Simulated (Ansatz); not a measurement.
Calculated with Ansatz (gas phase, PBE0-D4/def2-TZVP geometries, no zero-point term in ΔE). CCSD(T)/CBS adds triple-zeta CCSD(T) − MP2 to the extrapolated MP2 energy (def2 sets, frozen cores). This one scheme is used for every species. Functionals use def2-TZVPP. Elements past krypton have def2 core potentials. For Mo outer-core shells are correlated without core-valence functions, which leaves a few kJ/mol of doubt a bond. Each species was taken in one conformer, which may not be the lowest.

Consider the ligand exchange at a Mo–C bond: `[CH3][Mo](=[NH])(=[NH])[OH]` + HCl → `[NH]=[Mo](=[NH])([OH])[Cl]` + CH₄.

`[CH3][Mo](=[NH])(=[NH])[OH]`:

Cartesian coordinates in Å:
```
C -0.497 -1.245 0.934
Mo 0.105 0.454 -0.166
N -1.316 0.912 -1.030
N 1.339 -0.143 -1.216
O 0.711 1.822 0.992
H -0.874 -2.035 0.283
H -1.290 -0.944 1.624
H 0.362 -1.624 1.494
H -1.883 1.108 -1.842
H 1.700 -0.352 -2.137
H 1.642 2.047 1.062
```

HCl:

Z-matrix (Å, degrees):
```
Cl
H 1 1.279
```

`[NH]=[Mo](=[NH])([OH])[Cl]`:

Cartesian coordinates in Å:
```
N 1.178 -0.302 -0.887
Mo -0.009 -0.110 0.343
N -0.522 1.527 0.414
O -1.510 -1.163 -0.080
Cl 0.962 -0.642 2.338
H 1.801 0.067 -1.592
H -0.483 2.508 0.173
H -1.418 -1.884 -0.709
```

CH₄:

```xyz
5

C     0.000    0.000    0.000
H    -1.067   -0.075   -0.208
H     0.175    0.808    0.710
H     0.537    0.206   -0.925
H     0.355   -0.939    0.424
```

| level | ΔE (kJ/mol) | difference from CCSD(T)/CBS |
| --- | --- | --- |
| revPBE-D4 | -147.7 | -5.0 |
| r2SCAN-D4 | -153.8 | -11.1 |
| BHLYP-D4 | -149.7 | -7.0 |
| CAM-B3LYP-D4 | -146.4 | -3.7 |
| ωB97M-V | -142.1 | 0.6 |
| PBE-QIDH | -151.4 | -8.7 |
| PBE | -148.7 | -6.0 |
| BLYP | -152.5 | -9.8 |
| CAM-B3LYP | -147.1 | -4.4 |
| HF/def2-QZVPP | -149.2 | -6.5 |
| CCSD(T)/CBS | -142.7 | 0 |

Largest T1 diagnostic among the species: 0.022, so the coupled-cluster value is less sure than usual.

Leaving LDA and LC-ωPBE aside and taking each functional with its dispersion term where it has one, the values, not all of them listed here, spread over 15.9 kJ/mol, from B97M-V to ωB97M-V. LDA lies +5.2 kJ/mol from PBE without D4. From r2SCAN to r2SCAN0 (25 % exact exchange), in def2-TZVPP and without D4, ΔE moves by +3.8 kJ/mol.
